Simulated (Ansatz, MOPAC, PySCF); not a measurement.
Pair of molecules: SiH4 (SMILES [SiH4]) (first 5 atoms) with CH3Cl (SMILES CCl); geometry from B3LYP-D3(BJ)/def2-TZVP.
(charge 0, multiplicity 1):
| atom | x (Å) | y (Å) | z (Å) |
|---|---|---|---|
| Si | -0.0443 | -0.1828 | 0.2092 |
| H | 1.4316 | -0.1288 | 0.2523 |
| H | -0.4952 | -0.2017 | -1.2028 |
| H | -0.6176 | 1.0063 | 0.8782 |
| H | -0.5296 | -1.4079 | 0.8827 |
| C | -0.9828 | -0.2105 | 4.0016 |
| Cl | 0.7918 | -0.1447 | 3.7429 |
| H | -1.1711 | -0.1994 | 5.0708 |
| H | -1.4280 | 0.6565 | 3.5234 |
| H | -1.3573 | -1.1261 | 3.5544 |

Monomers are frozen at their geometry in the pair; levels with a basis set take the counterpoise correction. Rows marked so take none.

Rows in 3-21G carry no dispersion term and start afresh at each structure. The state that PM6 reach isn't checked.

Run with Ansatz (a program for electronic structure) with Gaussian orbitals; MOPAC for PM6 (differences of heats of formation); PySCF for 3-21G rows, the dispersion terms. 

One of these levels gives -3.8 kJ/mol for the interaction energy. Name it.
A) PM6
B) HF/3-21G (no counterpoise)
C) BLYP-D3(BJ)/def2-TZVPPD

B, HF/3-21G (no counterpoise). The others give -2.4 (PM6), -7.4 (BLYP-D3(BJ)/def2-TZVPPD)
